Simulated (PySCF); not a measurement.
**Fine-structure interval of Zr³⁵⁺ by level of theory**

Zr³⁵⁺ [He] 2s2 2p1 [2p1/2^1, M_J = 1/2] → Zr³⁵⁺ [He] 2s2 2p1 [2p3/2^1, M_J = 3/2], as a difference of total energies. Calculation: PySCF 2.14, in an uncontracted even-tempered set (17 s from 15 bohr⁻², ratio 2.4; 12 p from 19 bohr⁻², ratio 2.4; 5 d from 64 bohr⁻², ratio 2.6; 4 f from 95 bohr⁻², ratio 2.6); the two-component X2C-1e Hamiltonian. Correlated levels: nothing frozen; the 32 highest virtual spinors dropped. "Screened" scales the spin-orbit matrix elements by Boettger's factors to mimic the two-electron term; Breit and QED terms are absent.

```csv
method,fine-structure interval (cm⁻¹)
GHF (screened spin-orbit),801930
GMP2 (screened spin-orbit),797250
GHF (bare spin-orbit),845270
```
